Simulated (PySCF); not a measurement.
Cartesian coordinates (Å):
SMILES: F[Si](F)[AlH2]
```xyz
6

F      2.0630    -1.1663    -0.3491
Si     1.1075     0.0956    -0.1645
F      1.9989     1.1845     0.5838
Al    -1.2686    -0.0669     0.0803
H     -1.9147    -1.3377    -0.5994
H     -1.9862     1.2909     0.4490
```
Charge 0, spin multiplicity 2.

Question: Give the dipole moment, highest occupied spin orbital and total energy at the level r2SCAN-D4/def2-TZVP run with PySCF.

Answer: 
```yaml
dipole_moment: 0.167 e·Å
highest_occupied_spin_orbital: -5.21 eV
total_energy: -732.8521 Ha
```
